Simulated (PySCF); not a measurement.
**Spin–spin coupling constants**

Geometry (Å), atoms numbered from 1 in this order:
```xyz
18

Ga    1.933   -0.541   -0.511
H     2.139   -1.771   -1.474
H     3.107    0.311    0.103
N     0.666    0.769   -1.356
Ga   -0.391    1.873   -0.059
H     0.504    2.121    1.214
H    -1.121    3.028   -0.846
N    -1.763    0.510    0.494
Ga   -1.189   -1.417    0.475
H    -1.932   -2.177    1.639
H    -1.242   -1.872   -1.034
N     0.740   -1.188    0.973
H     1.207    1.406   -1.945
H     0.040    0.281   -2.000
H    -2.590    0.596   -0.100
H    -2.087    0.757    1.430
H     0.832   -0.575    1.786
H     1.090   -2.095    1.288
```

Indirect spin–spin couplings were computed at PBE/pcJ-1 (pcSseg-1 on Ga) (spin–dipole term only in couplings to heteroatoms) (PySCF) on a PBE0-D3(BJ)/def2-SVP structure, for the isolated molecule, without vibrational or relativistic corrections. Couplings are averaged over pairs made equivalent by symmetry, fast rotation or ring inversion, so a value needn't be that of the named pair in this geometry, while other rotamers aren't included; one pair stands for each set, and the list holds those of at least 1.5 Hz over up to four bonds.

Isotopes: 15N, 1H.

```csv
pair,bonds,J (Hz)
"N4, H13",1,?
"H2, H3",2,28.8
"H2, N4",2,-6.0
"H13, H14",2,?
```

Question: Estimate the withheld couplings, with signs.

Answer: 
- 1J(N4,H13) = -59.2 Hz (bond length 1.022 Å)
- 2J(H13,H14) = -9.0 Hz

Relativistic effects of the heavier atoms present are left out.
